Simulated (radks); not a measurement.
Question: Ru1.5+, 42.5 electrons, occupied as [Kr] 4d5.5 5s1 (fractional occupations, a model configuration). Calculated with a radial shooting solver on a logarithmic mesh with Libxc functionals: Dirac Kohn-Sham, PBEsol, spin-unpolarised, spherical densities, point nucleus; open shells are shared between the two j in proportion to 2j + 1.

Spin-orbit splittings of the eigenvalues, e(l+1/2) - e(l-1/2), with zeta = 2 splitting/(2l+1) and mean radii in bohr:

| shell | occ. | splitting (eV) | zeta (eV) | <r> j=l-1/2 | <r> j=l+1/2 |
|---|---|---|---|---|---|
| 2p | 6 | ? | ? | 0.1237 | 0.1284 |
| 3p | 6 | 22.20 | 14.80 | 0.3958 | 0.4065 |
| 3d | 10 | 4.328 | 1.731 | 0.3822 | 0.3857 |
| 4p | 6 | 3.463 | 2.309 | 1.097 | 1.126 |
| 4d | 5.5 | 0.3816 | 0.1526 | 1.507 | 1.523 |

Estimate the 2p splitting.

Answer: 130.8 eV (zeta = 87.20 eV).
